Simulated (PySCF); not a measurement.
# What a mistake does to a calculation on BCH6Si2 cation

Calculated results; nothing here was measured. They come from PySCF 2.14.0, an open-source quantum chemistry program, on an isolated molecule that a program drew, which may never have been made. The molecule is BCH6Si2 cation (charge +1, singlet), drawn as the SMILES string `[BH+]C=[SiH][SiH3]`.

Each row is a Hartree-Fock (HF) and frozen-core CCSD(T) single point in the cc-pV(D+d)Z basis, meant for a local HF minimum. Run 1 is clean. Each other run has one planted mistake out of seven kinds, and not every kind appears here: one electron removed, one electron added, multiplicity raised by two, geometry at a saddle point, minimal basis STO-3G, one bond length entered in bohr, all coordinates scaled. The reference is restricted for singlets and unrestricted otherwise, and also for a bond in bohr. Adding or removing an electron swaps singlet and doublet. Electrons count all cores. HOMO and LUMO are orbital energies over both spins, the gradient is its largest component, and the lowest frequency (negative if imaginary) is given only where the gradient is small. Bond lengths are over the 9 bonds as drawn. T1 is the CCSD diagnostic: over 0.02 (restricted) or 0.045 (unrestricted) a single reference is doubtful.

Geometry of the clean run:
```xyz
10
BCH6Si2 cation, angstrom
B     1.3856   -4.7710   -1.2573
C     0.5996   -4.4254   -0.1385
Si    0.0958   -2.7728    0.2004
Si    0.6445   -0.8763   -1.1430
H     2.0398   -5.0248   -2.1972
H     0.2918   -5.2179    0.5438
H    -0.7198   -2.6119    1.4117
H    -0.6452   -0.3228   -1.5845
H     1.4567   -1.4067   -2.2524
H     1.3960    0.0265   -0.2570
```

| run | electrons | basis functions | <S^2> | HOMO (eV) | LUMO (eV) | gradient (hartree/bohr) | lowest frequency (cm^-1) | mean bond (Å) | longest bond (Å) | T1 | HF (hartree) | CCSD(T) (hartree) | mistake |
|---|---|---|---|---|---|---|---|---|---|---|---|---|---|
| 1 | 44 | 104 | 0.000 | -15.21 | -4.50 | 1.0e-05 | 82 | 1.5230 | 2.388 | 0.0151 | -643.61576 | -644.06884 | no fault |
| 2 | 45 | 104 | 0.878 | -6.27 | 1.94 | 3.6e-02 | - | 1.5230 | 2.388 | 0.0255 | -643.81311 | -644.28325 | one electron added |
| 3 | 44 | 104 | 0.000 | -14.97 | -4.51 | 1.0e-02 | - | 1.5520 | 2.433 | 0.0155 | -643.61248 | -644.06825 | all coordinates scaled |
| 4 | 43 | 104 | 0.755 | -21.44 | -12.55 | 7.4e-02 | - | 1.5230 | 2.388 | 0.0163 | -643.11302 | -643.51542 | ? |

**Which mistake was planted in run 4, and what did it cost?**

It counts 43 electrons, one fewer than the clean run, at the same geometry and basis. So the mistake is: one electron removed. Subtracting run 1 and multiplying by 627.51 kcal/mol a hartree, the energy moved by 315.5 kcal/mol in HF and 347.3 kcal/mol in CCSD(T).

